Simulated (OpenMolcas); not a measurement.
## Cu4+ in a point-charge field

Cu4+ among 4 point charges of -1.5 e arranged as a tetrahedron (Td), 2.22 Å from the ion.
```
   1.2817    1.2817    1.2817  -1.50
   1.2817   -1.2817   -1.2817  -1.50
  -1.2817    1.2817   -1.2817  -1.50
  -1.2817   -1.2817    1.2817  -1.50
```

```json
{"Program": "OpenMolcas", "Method": "CASSCF", "Basis": "ANO-RCC-VDZP [5s4p2d1f]", "Scalar Hamiltonian": "DKH2, point nucleus", "Active space": "7 electrons in 5 orbitals (3d)", "State averaging": "2S+1 = 4 even, 10 roots; 2S+1 = 2 even, 40 roots", "Spin-orbit coupling": "state interaction with AMFI integrals over the reference wave functions"}
```

The lowest spin-free states (labels of Td), above the lowest:

| State | Degeneracy | E (cm-1) | Free-ion L (%) |
| --- | --- | --- | --- |
| 4A2 | 1 | 0.0 | F (100) |
| 4T2 | 3 | 385.8 | F (100) |
| 4T1 | 3 | 693.8 | F (100) |
| 4T1 | 3 | 24253 | P (100) |
| 2A1 | 1 | 24500 | G (100) |
| 2T1 | 3 | 24517 | G (100) |
| 2E | 2 | 24524 | G (100) |
| 2T2 | 3 | 24603 | G (100) |
| 2T1 | 3 | 32226 | H (65) |
| 2T2 | 3 | 32387 | H (100) |
| 2E | 2 | 32538 | H (100) |
| 2T1 | 3 | 32547 | H (76) |
| 2T1 | 3 | 32582 | H (59) |
| 2T2 | 3 | 35222 | D (100) |
| 2E | 2 | 35312 | D (100) |
| 2A2 | 1 | 56066 | F (100) |
| 2T2 | 3 | 56119 | F (100) |
| 2T1 | 3 | 56163 | F (100) |
| 2E | 2 | 87933 | D (100) |
| 2T2 | 3 | 87935 | D (100) |

The lowest levels with spin-orbit coupling:

| E (cm-1) | Degeneracy | Label | 2S+1 | g |
| --- | --- | --- | --- | --- |
| 0.0 | 4 | Γ8 | 4 |  |
| 264.4 | 4 | Γ8 | 4 |  |
| 366.2 | 2 | Γ6 | 4 | 4.69 4.69 4.69 |
| 1837 | 2 | Γ6 | 4 | 2.69 2.69 2.69 |
| 1853 | 4 | Γ8 | 4 |  |
| 1871 | 2 | Γ7 | 4 | 3.93 3.93 3.93 |
| 2986 | 4 | Γ8 | 4 |  |
| 3183 | 2 | Γ7 | 4 | 1.93 1.93 1.93 |
| 3890 | 4 | Γ8 | 4 |  |
| 25062 | 4 | Γ8 | 4 |  |
| 25062 | 2 | Γ6 | 2 | 4.04 4.04 4.04 |
| 25066 | 2 | Γ7 | 4 | 2.67 2.67 2.67 |
| 25104 | 4 | Γ8 | 2 |  |
| 25229 | 4 | Γ8 | 2 |  |
| 25484 | 4 | Γ8 | 4 |  |
| 26348 | 2 | Γ6 | 4 | 2.62 2.62 2.62 |
| 26718 | 2 | Γ6 | 2 | 2.05 2.05 2.05 |
| 26739 | 4 | Γ8 | 2 |  |
| 26804 | 2 | Γ7 | 2 | 2.67 2.67 2.67 |
| 32979 | 4 | Γ8 | 2 |  |

Powder χT (cm3 K/mol): 4.18 at 2 K, 4.24 at 10 K, 4.52 at 50 K, 4.83 at 100 K, 5.2 at 200 K, 5.35 at 300 K. The effective moment at 300 K is 2.828 √(χT) = 6.54 μB.

The lowest level has 2S+1 = 4, for which the spin-only value is χT = S(S+1) / 2 = 1.875 cm3 K/mol (g = 2). The computed 5.353 at 300 K differs by +3.478, through orbital momentum, spin-orbit coupling and any other state in reach.

Spin-orbit coupling mixes the spin-free states strongly: the lowest level takes only 46 % from its leading state, 4A2. Without dynamic correlation the repulsion within the d shell is too large (B by tens of per cent), so at a given field states of lower spin stand too high. The ground term spreads over less than 5000 cm-1, several times less than with real ligands, so orbital moments are less quenched and χT lies further from the spin-only value than at real sites. Point charges carry no covalency, so the field is a model and not that of real ligands. No measured value stands beside these numbers.
